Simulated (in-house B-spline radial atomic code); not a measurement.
Successive ionisation energies of lutetium; each step leads to the configuration of the next row (after the last: [Ar] 3d10 4s2 4p4). Dirac energy differences include first-order Breit, QED and recoil terms. NIST's values go from ground level to ground level; the uncertainty of those that are theory runs from under 0.1 % in few-electron ions to several per cent in heavy many-electron ones. Computed with an all-electron radial atomic-structure program (B-spline basis): Dirac-Hartree-Fock, average of the configuration, finite nuclei.

```csv
ion,configuration,ionisation energy (eV),tabulated value (eV),tabulated kind,computed minus tabulated (eV),highest orbital,largest mean radius (bohr)
Lu26+,[Kr] 4d9,992.5,985,tabulated theory,7.5,4d5/2,0.48149
Lu27+,[Kr] 4d8,1039.4,1032,tabulated theory,7.4,4d5/2,0.47713
Lu28+,[Kr] 4d7,1086.9,1081,tabulated theory,5.9,4d5/2,0.47287
Lu29+,[Kr] 4d6,1135.1,1130,tabulated theory,5.1,4d5/2,0.4687
Lu30+,[Kr] 4d5,1183.9,1178,tabulated theory,5.9,4d5/2,0.46461
Lu31+,[Kr] 4d4,?,?,tabulated theory,?,?,?
Lu32+,[Kr] 4d3,?,?,tabulated theory,?,?,?
Lu33+,[Kr] 4d2,1334.2,1345,tabulated theory,-10.8,4d5/2,0.45477
Lu34+,[Kr] 4d1,1385.5,1395,tabulated theory,-9.5,4d5/2,0.45199
Lu35+,[Ar] 3d10 4s2 4p6,?,?,tabulated theory,?,?,?
Lu36+,[Ar] 3d10 4s2 4p5,1668.0,1641,tabulated theory,27.0,4p3/2,0.44619
```

Task: Fill in the row of Lu31+.

Result: ionisation energy (eV): 1233.4; tabulated value (eV): 1242; computed minus tabulated (eV): -8.6; highest orbital: 4d5/2; largest mean radius (bohr): 0.46061.

Task: Fill in the row of Lu32+.

Result: ionisation energy (eV): 1283.5; tabulated value (eV): 1292; computed minus tabulated (eV): -8.5; highest orbital: 4d5/2; largest mean radius (bohr): 0.45757.

Task: Fill in the row of Lu35+.

Result: ionisation energy (eV): 1616.2; tabulated value (eV): 1591; computed minus tabulated (eV): 25.2; highest orbital: 4p3/2; largest mean radius (bohr): 0.44924.

Where a p, d or f electron is removed, the computed value is a mean over both j, so it misses the tabulated one by a part of the spin-orbit splitting; averaging over terms and missing correlation add to the gap, relatively most at low charge.
